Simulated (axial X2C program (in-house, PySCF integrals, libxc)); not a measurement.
# Potential curves of SnTe⁻, 2c

Computed with an in-house all-electron X2C program for linear molecules (integrals from PySCF). Two-component (2c) means X2C with spin–orbit coupling and atomic mean-field two-electron Coulomb and Gaunt terms. Basis: Te dyall-acv3z [12s13p9d5f1g], Sn dyall-acv3z [12s13p10d5f1g] (cores contracted in-house); Gaussian nuclei, density fitting, unrestricted open shells. Masses: Te 129.906 u, Sn 119.902 u.

State: Ω = 1/2 (⟨Sz⟩ = -0.49, ⟨Lz⟩ = 0.99 at PBE0). Energies in cm⁻¹ from the lowest point of each curve. Fits are polynomials in 1 − R0/R over 0.85 to 1.23 times the lowest point R0.

| R (Å) | PBE0 | M06 |
| --- | --- | --- |
| 2.3072 | 7606 | 8730 |
| 2.4133 | 3104 | 3791 |
| 2.4929 | 1209 | 1628 |
| 2.5724 | 251 | 444 |
| 2.6520 | 0 | 0 |
| 2.7448 | 364 | 174 |
| 2.8376 | 1229 | 880 |
| 2.9570 | 2813 | 2304 |
| 3.1028 | 5116 | 4488 |
| 3.3150 | 8527 | 7946 |

One determinant describes the state; a PBE0 search over occupations chose it and may have missed a lower one. Density functionals use the spin component along the axis (collinear). The functionals have no current-density term, which raises determinants with orbital currents, atoms included. The highest occupied level of some functionals is positive through self-interaction error; at Hartree–Fock it is bound. The determinant is spin-polarised beyond a pure state at some levels (its spin-free form has ⟨S²⟩ too high), which makes Re and μ there less reliable.

Task: Fit the PBE0 curve near its minimum: give the equilibrium distance and the harmonic wavenumber.

Result: At PBE0, 2c: Re = 2.646 Å, ωe ≈ 214 cm⁻¹; Be follows as 0.0386 cm⁻¹.

Task: What are Re and ωe at the M06 level?

Result: At M06, 2c: Re = 2.673 Å, ωe ≈ 209 cm⁻¹; Be follows as 0.0378 cm⁻¹.
